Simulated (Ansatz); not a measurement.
The cluster Si2Sn5: single points at one geometry.

```yaml
crystal:
  periodic: [false, false, false]
  atoms:
    - {symbol: Si, position_ang: [1.024319, -0.828152, -2.036159]}
    - {symbol: Si, position_ang: [0.593658, -1.387215, 0.162183]}
    - {symbol: Sn, position_ang: [-0.179922, 1.559579, -1.730235]}
    - {symbol: Sn, position_ang: [-0.325360, -1.025558, 2.540150]}
    - {symbol: Sn, position_ang: [-1.930312, -0.804443, -0.718028]}
    - {symbol: Sn, position_ang: [-1.102319, 1.502972, 1.290765]}
    - {symbol: Sn, position_ang: [1.919927, 0.982817, 0.491325]}
basis:
  gaussian: {orbitals: def2-TZVP, initial_orbitals: start.molden}
hamiltonian: {xc: r2scan, dispersion: d4}
scf: {omitted_lower_state_checks: [starts]}
output: {orbitals: {seedname: orbitals}}
```

The file start.molden holds the orbitals of an earlier run on this structure, at another level or in another basis.

```sh
$ ansatz run in.yaml --threads 4 --pin off --events-out ev --progress --plain --max-ram 4787MiB
```

It prints (some lines left out):

```
Functional definition: r2SCAN
2444 factors; their error is unknown
mean field evaluation 1: about -44927.4653 eV, gradient 9.7e0 eV
mean field evaluation 2: about -44927.5781 eV, gradient 1.6e-1 eV
mean field evaluation 4: about -44927.5562 eV, gradient 4.2e-4 eV
mean field -44927.55623528 eV, -1651.0572386551 hartree, gradient 2.0e-5 eV, S^2 0.000000; 0 other end points of the search recorded, 0 dependent functions left out
reference -44927.55624935 eV, -1651.0572391723 hartree; 69, 69 occupied and 255, 255 virtual orbitals, 2444 factors
Total energy: -44927.70145271 eV, -1651.0625752973 hartree
Checks for a lower state left out: starts
```

It took 17 s on 4 threads of Arm Neoverse V2 on a shared host, peak host memory 0.87 GiB.

The first input with `hamiltonian: {xc: pbe, dispersion: d4}`, `output: {forces: true, orbitals: {seedname: orbitals}}` (abridged; 8.5 s):

```
Functional definition: PBE
mean field -44910.57137011 eV, -1650.4330563729 hartree, gradient 1.8e-5 eV, S^2 0.000000
Total energy: -44911.37297882 eV, -1650.4625149495 hartree
Atom 0 force    -0.081611     0.068990     0.158313 eV/Å
Atom 1 force    -0.064069     0.153732    -0.026626 eV/Å
Atom 2 force     0.036886    -0.121748     0.062831 eV/Å
Atom 3 force     0.027936     0.042559    -0.140251 eV/Å
Atom 4 force     0.166435     0.046688     0.039943 eV/Å
Atom 5 force     0.054833    -0.093047    -0.040533 eV/Å
Atom 6 force    -0.140411    -0.097175    -0.053677 eV/Å
Dipole moment:    -0.095185     0.050270     0.228954 e Å
Checks for a lower state left out: starts
```

First input, but with `hamiltonian: {xc: pbe0, dispersion: d4}` (abridged; 19 s):

```
Functional definition: PBE0
mean field -44912.29773698 eV, -1650.4964991853 hartree, gradient 2.5e-5 eV, S^2 0.000000
Total energy: -44912.99607250 eV, -1650.5221625422 hartree
Checks for a lower state left out: starts
```

The first input with `hamiltonian: {xc: {name: CAM-B3LYP}, dispersion: d4}` (abridged; 28 s):

```
Functional definition: CAM-B3LYP
the host lacks memory for fits, so the integrals are decomposed
mean field -44913.80301267 eV, -1650.5518170464 hartree, gradient 3.0e-5 eV, S^2 0.000000
Total energy: -44914.56922143 eV, -1650.5799746989 hartree
Checks for a lower state left out: starts
```

First input, but with `hamiltonian: {xc: {name: revPBE}, dispersion: d4}` (abridged; 7.5 s):

```
Functional definition: revPBE
mean field -44921.43255526 eV, -1650.8321975653 hartree, gradient 8.9e-6 eV, S^2 0.000000
Total energy: -44922.78553387 eV, -1650.8819186119 hartree
Checks for a lower state left out: starts
```

As the first input, with `gaussian: {orbitals: def2-SVP, initial_orbitals: start.molden}`, `correlation: {method: ccsd_t}` and without the key `hamiltonian` (abridged; 2.4 min):

```
Functional definition: HF
mean field evaluation 16: about -44744.2430 eV, gradient 8.6e-1 eV
mean field evaluation 32: about -44745.4192 eV, gradient 2.7e-1 eV
mean field evaluation 64: about -44744.2647 eV, gradient 8.4e-1 eV
mean field -44748.97631013 eV, -1644.4945474517 hartree, gradient 7.3e-6 eV, S^2 0.000000
30 core orbitals not correlated: weight in the atoms' cores, before any rotation towards them, 1.000 or more for the frozen orbitals, at most 0.000 for the correlated occupied ones
second order -20.14973679 eV of doubles, -0.00000000 eV of singles
cycle   1  -18.49414374 eV  change     1.7e0 eV  update   2.7e-1
cycle   2  -19.68799806 eV  change    -1.2e0 eV  update   1.1e-1
cycle   3  -19.92771363 eV  change   -2.4e-1 eV  update   3.9e-2
cycle   4  -19.91953399 eV  change    8.2e-3 eV  update   1.6e-2
cycle   5  -19.91466349 eV  change    4.9e-3 eV  update   9.1e-3
cycle   6  -19.91533918 eV  change   -6.8e-4 eV  update   3.9e-3
cycle   7  -19.91227713 eV  change    3.1e-3 eV  update   1.9e-3
cycle   8  -19.91269022 eV  change   -4.1e-4 eV  update   8.8e-4
cycle   9  -19.91343593 eV  change   -7.5e-4 eV  update   5.5e-4
cycle  10  -19.91315341 eV  change    2.8e-4 eV  update   2.5e-4
cycle  11  -19.91303856 eV  change    1.1e-4 eV  update   1.6e-4
cycle  12  -19.91317930 eV  change   -1.4e-4 eV  update   7.6e-5
cycle  13  -19.91315021 eV  change    2.9e-5 eV  update   5.0e-5
perturbative correction -1.69000578 eV, -0.0621065667 hartree
Total energy: -44770.57946612 eV, -1645.2884487910 hartree
Checks for a lower state left out: starts
```

Geometry: PBE-D4/def2-SVP.

In the def2 sets Sn takes a core potential; there is no spin–orbit coupling. Correlated methods freeze 30 core orbitals; core or outer-core shells of Sn are correlated, in sets that lack core-valence functions. Another isomer (singlet) lies 1.15 eV lower at PBE0-D4/def2-TZVP; other spin states weren't run for this one.
